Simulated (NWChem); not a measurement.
Program: NWChem. System: CNO, charge 0, spin multiplicity 2, at a geometry optimised with UPBE/def2-SVP. The structure started from a generated list of species. Its SCF solution wasn't tested for a lower state. Level: ROCCSD(T)/def2-TZVP, 3 core orbitals frozen.

The NWChem input:

```
start mol
memory heap 100 mb stack 700 mb global 1900 mb
geometry units angstroms nocenter noautoz
  N      0.000000     0.000000     1.279122
  C      0.000000     0.000000     0.041797
  O      0.000000     0.000000    -1.150580
  symmetry group C2v
end
basis spherical
  * library def2-tzvp
end
scf
  rohf
  nopen 1
  maxiter 100
  thresh 1e-7
  semidirect memsize 60000000 filesize 0
  # guess.movecs holds the orbitals of an unrestricted PBE0 run
  vectors input guess.movecs swap 10 11 output mol.movecs
end
tce
  freeze core 3
  ccsd(t)
  2eorb
  2emet 13
  thresh 1e-6
  maxiter 100
  tilesize 24
end
task tce energy
```

Output (cleaned and shortened):

```
             Northwest Computational Chemistry Package (NWChem) 7.3.0
             --------------------------------------------------------

                                NWChem Input Module
                                -------------------

 Scaling coordinates for geometry "geometry" by  1.889725989
 (inverse scale =  0.529177249)

 Turning off AUTOSYM since
 SYMMETRY directive was detected!

                             Geometry "geometry" -> ""
                             -------------------------

 Output coordinates in angstroms (scale by  1.889725989 to convert to a.u.)

  No.       Tag          Charge          X              Y              Z
 ---- ---------------- ---------- -------------- -------------- --------------
    1 N                    7.0000     0.00000000     0.00000000     1.27912200
    2 C                    6.0000     0.00000000     0.00000000     0.04179700
    3 O                    8.0000     0.00000000     0.00000000    -1.15058000

 Effective nuclear repulsion energy (a.u.)      51.4614357689

            Nuclear Dipole moment (a.u.)
            ----------------------------
        X                 Y               Z
 ---------------- ---------------- ----------------
     0.0000000000     0.0000000000    -0.0000075589

      Symmetry information
      --------------------

 Group name             C2v
 Group number             16
 Group order               4
 No. of unique centers     3

      Symmetry unique atoms

     1    2    3


 Summary of "ao basis" -> "" (spherical)
 ------------------------------------------------------------------------------
       Tag                 Description            Shells   Functions and Types
 ---------------- ------------------------------  ------  ---------------------
 *                         def2-tzvp                  on all atoms

 Summary of "ao basis" -> "ao basis" (spherical)
 ------------------------------------------------------------------------------
       Tag                 Description            Shells   Functions and Types
 ---------------- ------------------------------  ------  ---------------------
[...]
   Perturbative correction : (T)
            Max iterations :      100
        Residual threshold : 0.10D-05
     T(0) DIIS level shift : 0.00D+00
     L(0) DIIS level shift : 0.00D+00
     T(1) DIIS level shift : 0.00D+00
     L(1) DIIS level shift : 0.00D+00
     T(R) DIIS level shift : 0.00D+00
     T(I) DIIS level shift : 0.00D+00
   CC-T/L Amplitude update :  5-th order DIIS
                I/O scheme : Global Array Library
        L-threshold :  0.10D-05
        EOM-threshold :  0.10D-05
 no EOMCCSD initial starts read in
 TCE RESTART OPTIONS
 SLICE:      F
 D4D5:       F
 quantumc:   F
 qrotation:  F
 pwtce:      F
 qducc:      F
 nacto:                         0
 nrotv:                         0
 nrot:                          0

            Memory Information
            ------------------
          Available GA space size is     249019502 doubles
          Available MA space size is     104853660 doubles

 Maximum block size supplied by input
 Maximum block size        24 doubles

 tile_dim =     19

 -------------------------------------------------

 Global array virtual files algorithm will be used

 Parallel file system coherency ......... OK

 4-electron integrals stored in orbital form

 v2    file size   =          3883411
 4-index algorithm nr.  13 is used
 imaxsize =       30
 imaxsize ichop =        0


CCSD iterations
 ---------------------------------------------------------
 Iter          Residuum       Correlation     Cpu    Wall
 ---------------------------------------------------------
    1   0.2334173004465  -0.5454140371636     0.6     0.6
    2   0.0586799338408  -0.5293403207711     0.6     0.6
    3   0.0384792642469  -0.5429206155284     0.6     0.6
    4   0.0250465390788  -0.5431552383482     0.6     0.6
    5   0.0331811470275  -0.5433887517612     0.6     0.6
    6   0.0068810797319  -0.5448309039496     0.6     0.6
    7   0.0058296305686  -0.5448922248863     0.6     0.6
    8   0.0027490996130  -0.5448988096960     0.6     0.6
    9   0.0036504014808  -0.5450102139103     0.6     0.6
   10   0.0018696560667  -0.5451587908382     0.6     0.6
   11   0.0003215672963  -0.5453520430059     0.8     0.8
   12   0.0001959107029  -0.5453066144971     0.9     0.9
   13   0.0000892265035  -0.5453291433523     0.8     0.8
   14   0.0001421635659  -0.5453192377195     0.7     0.7
   15   0.0001105258500  -0.5453307198219     0.6     0.6
   16   0.0000187588865  -0.5453280865183     0.7     0.7
   17   0.0000176648627  -0.5453264399692     1.0     1.0
   18   0.0000093223061  -0.5453272681631     1.0     1.0
   19   0.0000152825254  -0.5453267233497     0.9     0.9
   20   0.0000116436354  -0.5453277085661     1.0     1.0
   21   0.0000012480508  -0.5453277769361     1.0     1.0
   22   0.0000006754054  -0.5453275935099     1.0     1.0
 -----------------------------------------------------------------
 Iterations converged
 CCSD correlation energy / hartree =        -0.545327593509850
 CCSD total energy / hartree       =      -167.728236034850568

 Singles contributions
    11b1  (beta ) ---     8b1  (beta )        0.1646387192

 Doubles contributions
 CCSD(T)
 Using plain CCSD(T) code
             total no. of tasks         1632
 total no. of tasks / no. procs         1632
                         wl_min            1           1.0
                         wl_max       415872           8.6
        thresh for no. of tasks         1632

 CCSD[T]  correction energy / hartree =        -0.031975750249544
 CCSD[T] correlation energy / hartree =        -0.577303343759395
 CCSD[T] total energy / hartree       =      -167.760211785100125
 CCSD(T)  correction energy / hartree =        -0.028691806083669
 CCSD(T) correlation energy / hartree =        -0.574019399593519
 CCSD(T) total energy / hartree       =      -167.756927840934225

 Task  times  cpu:       38.5s     wall:       38.5s

 Total times  cpu:       38.5s     wall:       38.5s
```
